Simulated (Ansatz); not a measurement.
Species: CH2Cl3Si, charge -1, multiplicity 1. It need not be the lowest isomer of its formula. Whether it binds its extra electron was not tested at this geometry. 
Structure (B3LYP-D3(BJ)/def2-TZVP (Ansatz, a first-principles code) minimum search):
SMILES: [CH2-][Si](Cl)(Cl)Cl
```xyz
7

Si    -0.4734    -0.0092     0.0611
Cl     0.2883     1.8355    -0.6418
Cl     0.2751    -1.4964    -1.2447
Cl     0.9156    -0.3131     1.7100
C     -2.1874    -0.0278     0.2011
H     -2.6918     0.8301     0.6333
H     -2.6989    -0.9788     0.3060
```
Charge -1, spin multiplicity 1.

Parts of the frozen-core correlation energy in aug-cc-pV(D+d)Z (Ansatz, hartree). Frozen orbitals: 21; correlated occupied orbitals by spin: 16 and 16; virtual: 132 and 132. Spin-orbit coupling is left out. No relativistic terms.

| term | value |
|---|---|
| reference (HF) | -1706.65788 |
| MP2 opposite-spin | ___ |
| MP2 same-spin | ___ |
| CCSD correlation | ___ |
| (T) | -0.02734 |
| T1 diagnostic | 0.011 |
| largest doubles amplitude | 0.033 |

### Question
Fill in the missing entries.

### Answer

- MP2 opposite-spin, value: -0.51936
- MP2 same-spin, value: -0.19181
- CCSD correlation, value: -0.76076
